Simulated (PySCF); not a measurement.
Level of theory: PySCF with PBE-D3(BJ)/def2-TZVP // PBE0-D4/def2-TZVP. Gas-phase values, no solvent. One relaxed conformer stands for a flexible species; it need not be the lowest. Excitations are Tamm–Dancoff values on a coarser integration grid. The basis has no diffuse functions, so Rydberg states are missing or too high.

Reference species (SMILES): `B[C@@H](C)O` (neutral, multiplicity 1).

```json
{
  "S1 excitation (TDA)": "3.64 eV",
  "LUMO": "-2.62 eV",
  "HOMO": "-6.14 eV",
  "S1–T1 gap (TDA)": "0.25 eV"
}
```

Changed species: `O(CC)B` (B–O–C–C torsion 115°).

What does the change do to the S1 excitation (TDA), LUMO, HOMO and S1–T1 gap (TDA)?

the S1 excitation (TDA) increases by 2.29 eV, to 5.93 eV; the LUMO increases by 1.32 eV, to -1.30 eV; the HOMO drops by 0.90 eV, to -7.04 eV; the S1–T1 gap (TDA) rises by 0.30 eV, to 0.55 eV.
